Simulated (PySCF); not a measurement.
C₃HF₄, SMILES FC(F)(/[C]=C/F)F, multiplicity 2. Coordinates come from a B3LYP-D3(BJ)/def2-SVP optimisation. The isomer is the one that the SMILES or the coordinates give; other isomers of the formula were not compared.

Computed equilibrium geometry at B3LYP-D3(BJ)/def2-SVP (PySCF confirms it by a frequency run) as a Z-matrix, and its point group:
point group Cs.
```
C
C 1 1.3158
F 2 1.3278 1 123.87
H 2 1.0996 1 122.84 3 -180.00
C 1 1.4763 2 135.14 4 0.00
F 5 1.3396 1 111.86 2 119.65
F 5 1.3396 6 107.52 1 -123.18
F 5 1.3517 6 107.59 7 -115.64
```
Charge 0, spin multiplicity 2.
